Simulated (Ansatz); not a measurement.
A run on BCl2H3Si, SMILES `[SiH3]B(Cl)Cl` with other settings.

```yaml
crystal:
  periodic: [false, false, false]
  atoms:
    - {symbol: Si, position_ang: [-0.091332, 0.859334, -0.236783]}
    - {symbol: B, position_ang: [0.169968, -1.076215, 0.277153]}
    - {symbol: Cl, position_ang: [-1.225959, -2.095901, 0.516284]}
    - {symbol: Cl, position_ang: [1.752880, -1.772393, 0.492387]}
    - {symbol: H, position_ang: [-0.845949, 0.917348, -1.517993]}
    - {symbol: H, position_ang: [-0.901632, 1.530105, 0.815667]}
    - {symbol: H, position_ang: [1.203423, 1.569722, -0.392516]}
basis:
  gaussian: {orbitals: x2c-TZVPPall}
hamiltonian: {xc: {name: r2SCAN}}
output: {forces: true}
```

```sh
$ ansatz run in.yaml --threads 4 --pin off --events-out ev --progress --plain --max-ram 10444MiB
```

Output, abridged:

```
Functional definition: r2SCAN
1243 factors; their error is unknown
mean field evaluation 1: about -33740.4759 eV, gradient 2.4e1 eV
mean field evaluation 2: about -33738.8403 eV, gradient 3.6e1 eV
mean field evaluation 4: about -33742.1722 eV, gradient 1.2e0 eV
mean field evaluation 8: about -33742.1555 eV, gradient 1.0e-1 eV
mean field evaluation 16: about -33742.1555 eV, gradient 1.7e-5 eV
mean field -33742.15548246 eV, -1240.0013427260 hartree, gradient 1.7e-5 eV, S^2 0.000000; 0 other end points of the search recorded, 0 dependent functions left out
reference -33742.15549392 eV, -1240.0013431473 hartree; 28, 28 occupied and 171, 171 virtual orbitals, 1243 factors
Total energy: -33742.15549392 eV, -1240.0013431473 hartree
Relativity: scalar
Atom 0 at    -0.091332     0.859334    -0.236783 Å, force     0.019257    -0.000625     0.000545 eV/Å
Atom 1 at     0.169968    -1.076215     0.277153 Å, force    -0.017192     0.148602    -0.039072 eV/Å
Atom 2 at    -1.225959    -2.095901     0.516284 Å, force    -0.131441    -0.084305     0.019311 eV/Å
Atom 3 at     1.752880    -1.772393     0.492387 Å, force     0.146692    -0.059466     0.018502 eV/Å
Atom 4 at    -0.845949     0.917348    -1.517993 Å, force     0.010164     0.009261     0.032192 eV/Å
Atom 5 at    -0.901632     1.530105     0.815667 Å, force     0.011480    -0.007545    -0.031979 eV/Å
Atom 6 at     1.203423     1.569722    -0.392516 Å, force    -0.038960    -0.005920     0.000502 eV/Å
Dipole moment:     0.000090     0.068635    -0.017967 e Å
```

Hardware: 4 threads of an Arm Neoverse V1 on a shared host. Wall time 3.4 s, peak host memory 0.28 GiB.
